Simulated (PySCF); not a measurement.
Zn(H)(OMe) (CH₄OZn), SMILES C[O][ZnH].

The structure is a stationary point at B3LYP-D3(BJ)/def2-TZVP.

All values below come from C-PCM-B3LYP/def2-SVP (PySCF).

The values are the electrostatic part of the solvation free energy, E(continuum) − E(gas) at the gas-phase geometry, in a cavity of scaled van der Waals radii (PySCF's table); cavitation and dispersion terms are not included. A continuum can't describe solvent molecules that bind to the metal. In vacuum the orbital gap is 6.51 eV. The dipole moment in vacuum is 1.15 D.

Computed values in water (ε = 78.36), methanol (ε = 32.61), dimethylsulfoxide (ε = 46.83):
| solvent | ε | ΔG(elec) (kcal/mol) | dipole (D) | gap (eV) |
|---|---|---|---|---|
| water | 78.36 | -12.3 | 1.42 | 6.88 |
| methanol | 32.61 | -12.0 | 1.41 | 6.87 |
| dimethylsulfoxide | 46.83 | -12.2 | 1.41 | 6.88 |
